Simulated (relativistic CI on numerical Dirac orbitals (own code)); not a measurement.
Calculated at this level of theory: Dirac-Coulomb-Breit CI, KLI orbitals optimised for each configuration, QED by a radiative potential, unscaled Slater integrals (own radial code, finite nucleus).

CI space (outside the closed core [Ne]): 3s2 3p6 3d3, 3s2 3p5 3d4, 3s 3p6 3d4, 3s2 3p6 3d2 4s, 3s2 3p6 3d2 4p, 3s2 3p6 3d2 4d, 3s2 3p6 3d2 4f, 3s2 3p5 3d3 4s, 3s2 3p5 3d3 4p, 3s2 3p6 3d 4s 4p, 3s 3p6 3d3 4s, 3s2 3p6 3d2 5s, 3s2 3p6 3d2 5p, 3s 3p6 3d3 4p, 3s2 3p6 3d2 5d, 3s2 3p6 3d 4p 4d, 3p6 3d4 4p, 3s2 3p6 3d2 5f, 3s2 3p6 3d2 5g, 3s 3p6 3d3 4d, 3s2 3p6 3d2 6s, 3s2 3p6 3d2 6p, 3s2 3p6 3d2 6f, 3p6 3d5, 3p5 3d6, 3s2 3p6 3d 4s2, 3s2 3p6 4s2 4p, 3s2 3p6 4s2 4d, 3s2 3p6 4s2 4f, 3s2 3p6 3d 4p2, 3s2 3p6 4s 4p2, 3s2 3p6 4p3, 3s2 3p6 4p2 4d, 3s2 3p6 4p2 4f, 3s2 3p6 3d 4s 4d, 3s2 3p6 4s 4p 4d, 3s2 3p6 4s 4d2, 3s2 3p6 4s 4d 4f, 3p6 3d4 4s, 3p5 3d5 4s, 3s2 3p6 3d 4d2, 3s2 3p6 4p 4d2, 3s2 3p6 4d3, 3s2 3p6 4d2 4f. Double excitations out of closed p, d and f shells are left out; levels of such configurations are missing from the list, as are those of other unlisted configurations, and high levels can miss mixing partners. These lack a partner that the ground configuration has and come out too high: 3s2 3p5 3d3 4p.

At this charge energies of transitions that change n are usually good to better than 1 %, and those within a shell (Δn = 0) to a few per cent. Terms inside the open d or f shell come out 10 to 20 % too wide with unscaled integrals.

Outline of the computed level scheme of Tc XXIII. Lowest level of each configuration: 3s2 3p6 3d3 4F_3/2 at 0.000 eV; 3s2 3p5 3d4 6D°_5/2 at 127.240 eV.

Some strong electric-dipole decays among the lowest 45 levels: 3s2 3p5 3d4 4G°_9/2 → 3s2 3p6 3d3 4F_7/2 (9.0e+09 s⁻¹); 3s2 3p5 3d4 4G°_11/2 → 3s2 3p6 3d3 4F_9/2 (4.1e+09 s⁻¹).

LS names give the leading component of a level, which can be under half, so a name can repeat, a term be missing and a line seem to break the LS rules.
